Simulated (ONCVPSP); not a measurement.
## Mn, ONCV: configuration errors across variants

Mn, optimised norm-conserving Vanderbilt (ONCV), made with ONCVPSP 4.0.1 (PBE, fully relativistic). Core [Ar], reference 3d5 4s2. Waves: 4s: rc 2.05 bohr, ncon 4, nbas 8, qcut 3.1 1/bohr, 2 projectors, debl 2.7 Ha; p scattering state at 0.06 Ha: rc 2.20 bohr, ncon 5, nbas 9, qcut 3.5 1/bohr, 2 projectors, debl 3.2 Ha; 3d: rc 1.10 bohr, ncon 4, nbas 8, qcut 14 1/bohr, 2 projectors, debl 2.7 Ha. Local part: polynomial inside 1.00 bohr (lpopt 5, dvloc0 -1 Ha). Core correction: polynomial model core, fcfact 0.55.

Open shells are filled in proportion to 2j + 1.

All-electron excitation energies from the reference (eV): (1) 3d5 4s1 8.416; (2) 3d5 4s0 24.015; (3) 3d4 4s0 56.534; (4) 3d4 4s2 13.187.

4 further variants failed, have other tests or too few solved ones, and are left out.

A true bound ghost makes a file unfit for plane-wave use even where its test errors are small: the radial tests pick states by their node count and pass the ghost by.

Errors AE − PS in meV (a dash: test not solved or not reliable):

| change | (1) | (2) | (3) | (4) | bound ghosts | GHOST(+) flags above zero |
| --- | --- | --- | --- | --- | --- | --- |
| base | -8.8 | -50 | -162 | -234 | s | p3/2, p1/2 |
| all radii but the core radius scaled by about 1.23 (s 2.52, p 2.70, d 1.34 bohr); local potential polynomial inside 1.22 bohr (lpopt 5, dvloc0 -1 Ha) | -9.1 | -48 | -173 | -218 | s | p3/2, p1/2 |
| p: nproj 1 | -8.8 | -50 | -162 | -234 | s, p3/2, p1/2 | none |

(1) Give the same row for: local potential polynomial inside 0.95 bohr (lpopt 5, dvloc0 0 Ha).

## Answers

(1) -8.8, -50, -161, -234; bound ghosts: s; GHOST(+) flags above zero: p3/2, p1/2.
